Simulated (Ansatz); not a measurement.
Born–Oppenheimer molecular dynamics of F2GeH2O (6 atoms, charge 0, multiplicity 1). It starts from a relaxed structure.

These are results of RKS LDA/def2-SVP in Ansatz 0.2.0, not measurements.

```
ensemble                      : NVE (velocity Verlet)
time step                     : 0.5 fs
steps asked                   : 300
starting velocities drawn for : 300 K
seed                          : 318038
```

First frame:

```xyz
6
Properties=species:S:1:pos:R:3
Ge -0.156 0.108 -0.011
O -0.478 0.222 1.692
H -0.209 -0.577 2.187
F 1.519 -0.193 -0.258
H -0.623 1.365 -0.735
F -0.899 -1.312 -0.634
```

(1) How far do the bonds stretch over the last three quarters of this one trajectory? (Pairs bonded in most of those frames.)

## Answers

(1) 
| bond | mean (Å) | spread (Å) | shortest | longest |
| --- | --- | --- | --- | --- |
| Ge1–O2 | 1.736 | 0.012 | 1.71 | 1.76 |
| Ge1–F4 | 1.723 | 0.015 | 1.70 | 1.75 |
| Ge1–H5 | 1.528 | 0.021 | 1.49 | 1.56 |
| Ge1–F6 | 1.720 | 0.026 | 1.68 | 1.76 |
| O2–H3 | 0.980 | 0.024 | 0.94 | 1.02 |

Mean temperature of the second half: 146 K. The conserved energy stayed within 0.18 meV per atom of its start (net change 0.11 meV per atom), so the integration is sound. Over the second half the temperature averaged 0.49 of the 300 K drawn at the start: a run that starts near a minimum puts about half its kinetic energy into the potential. A run of 0.15 ps of so small a system gives no equilibrium averages.

Run time: 9.6 min on 1 thread of Arm Neoverse N1, on a shared host, peak memory 0.14 GiB.
